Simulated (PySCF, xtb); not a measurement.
C2H7ClOSi, SMILES C[C@@H](O)[SiH2]Cl.

GFN2-xTB (xtb) at its own geometry gives an orbital gap of 5.08 eV and a dipole moment of 2.99 D.

Geometry optimised at r2SCAN-D4/def2-SVP. The structure was generated by enumeration; whether it is a known compound was not checked. Other conformers were not sampled.

Task: What does CAM-B3LYP/def2-TZVP run with PySCF give? (An estimate is asked for; the answer gives what the named calculation found.)

Result: gap 10.11 eV (levels -9.01 and 1.10 eV), dipole 2.70 D.
